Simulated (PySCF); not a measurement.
C7H10Ge, SMILES c1[c]([GeH3])cccc1C, GFN2-xTB optimised geometry.

```
18

C     -2.22    -1.89    -0.02
C     -1.44    -0.61     0.00
C     -2.10     0.61     0.00
C     -1.40     1.80     0.00
C     -0.01     1.78     0.00
C      0.67     0.57     0.00
Ge     2.62     0.55     0.01
C     -0.05    -0.61     0.00
H     -2.67    -2.05    -1.00
H     -1.57    -2.74     0.20
H     -3.02    -1.87     0.72
H     -3.19     0.63     0.00
H     -1.92     2.74     0.00
H      0.54     2.71     0.00
H      3.18     1.16     1.26
H      3.14    -0.85    -0.09
H      3.19     1.35    -1.13
H      0.48    -1.55     0.00
```

Density from B3LYP/def2-SVP (PySCF) at that geometry.

Minimum of the electron density along straight lines between bonded atoms, close to the bond critical point (lines longer than 1.1 times the sum of covalent radii, or with two minima, are not listed):

```
bond     length / Å  ρ at the minimum / e bohr⁻³  ∇²ρ there / e bohr⁻⁵  position (fraction from the first atom)
-------  ----------  ---------------------------  --------------------  ---------------------------------------
C1–C2         1.499                        0.257                 -0.61                                     0.49
C2–C3         1.390                        0.312                 -0.80                                     0.50
C3–C4         1.383                        0.315                 -0.82                                     0.50
C4–C5         1.383                        0.315                 -0.82                                     0.50
C5–C6         1.389                        0.310                 -0.78                                     0.50
C6–Ge7        1.951                        0.130                  0.06                                     0.53
C2–C8         1.387                        0.313                 -0.80                                     0.50
C6–C8         1.388                        0.311                 -0.79                                     0.50
C1–H9         1.090                        0.275                 -1.00                                     0.63
C1–H10        1.087                        0.278                 -1.02                                     0.63
C1–H11        1.089                        0.276                 -1.01                                     0.63
C3–H12        1.081                        0.283                 -1.07                                     0.63
C4–H13        1.081                        0.284                 -1.08                                     0.63
C5–H14        1.082                        0.283                 -1.06                                     0.63
Ge7–H15       1.496                        0.141                  0.09                                     0.59
Ge7–H16       1.495                        0.142                  0.09                                     0.59
Ge7–H17       1.496                        0.141                  0.09                                     0.59
C8–H18        1.083                        0.283                 -1.06                                     0.63
```
